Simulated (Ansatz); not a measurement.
```yaml
crystal:
  periodic: [false, false, false]
  atoms:
    - {symbol: N, position_ang: [-0.060015, 1.646238, 0.372148]}
    - {symbol: Ta, position_ang: [-0.338797, 0.161809, -0.531935]}
    - {symbol: N, position_ang: [0.566869, -1.209971, 0.544467]}
    - {symbol: F, position_ang: [-2.184050, -0.221383, -0.674617]}
    - {symbol: F, position_ang: [0.421391, 0.254850, -2.259805]}
    - {symbol: H, position_ang: [0.031165, 2.554165, 0.794712]}
    - {symbol: H, position_ang: [1.063243, -1.053878, 1.407202]}
    - {symbol: H, position_ang: [0.592296, -2.188930, 0.291929]}
basis:
  gaussian: {orbitals: def2-TZVPD}
total_charge: 1
magnetization: {spin_polarized: true, initial_magnetization: 1}
hamiltonian: {xc: {name: B2GP-PLYP}}
accuracy: high
charge: 1
output: {forces: true}
```

```sh
$ ansatz run in.yaml --threads 4 --pin off --events-out ev --progress --plain --max-ram 10444MiB
```

How does Ansatz answer? (Estimate.)

Computed: The input was rejected before any iteration.
```
Error: YAML parse error: error: line 18 column 1: unknown field `charge`, expected one of crystal, accuracy, basis, kpoints, hamiltonian, magnetization, projection, total_charge, correlation, batch, efield, external_charges, scf, relax, neb, saddle, md, ramp, phonons, dielectric, real_time, elastic, magnetic_configurations, gw, evaluate, workflow, output, checkpoint, execution
16 | hamiltonian: {xc: {name: B2GP-PLYP}}
17 | accuracy: high
18 | charge: 1
19 | output: {forces: true}
```
